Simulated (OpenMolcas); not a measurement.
Multiplet structure of Hg⁺

* Program: OpenMolcas 26.06
* Method: CASSCF
* Basis: ANO-RCC-VTZP [8s7p5d3f1g]
* Scalar Hamiltonian: DKH2, point nucleus
* Active space: 1 electron in 4 orbitals (6s 6p)
* State averaging: 2S+1 = 2 even, 1 root; 2S+1 = 2 odd, 3 roots
* Spin-orbit coupling: state interaction with AMFI integrals over the reference wave functions, term energies averaged over their components

With spin-orbit coupling, above the lowest level:

| Configuration | Term | J | E (eV) | Measured (eV) | g | Term weight % |
| --- | --- | --- | --- | --- | --- | --- |
| 6s | 2S | 1/2 | 0.0000 | 0.0000 | 2.002 | 100 |
| 6p | 2P* | 1/2 | 6.0985 | 6.3835 | 0.666 | 100 |
| 6p | 2P* | 3/2 | 6.8912 | 7.5145 | 1.334 | 100 |

Against the 2 measured excited levels shown (NIST Handbook of Basic Atomic Spectroscopic Data) the mean absolute deviation is 3700 cm-1; the largest miss in energy is 6p 2P* 3/2: computed 6.8912, measured 7.5145 eV (-8.3 %).

Spin-orbit splittings of 6p shells tend to come out small when the coupling is added on scalar orbitals. With one active electron the reference holds no correlation, so core polarisation is missing. Computed and measured levels are paired by configuration, term and J; levels that our copy of the source lacks, or whose pairing is in doubt (as where it misses far off the trend of its configuration), stay unpaired and out of the deviations. Only configurations of the active space appear.

The term weight is that of the spin-free term in the level, not the purity of its configuration. * marks odd parity.
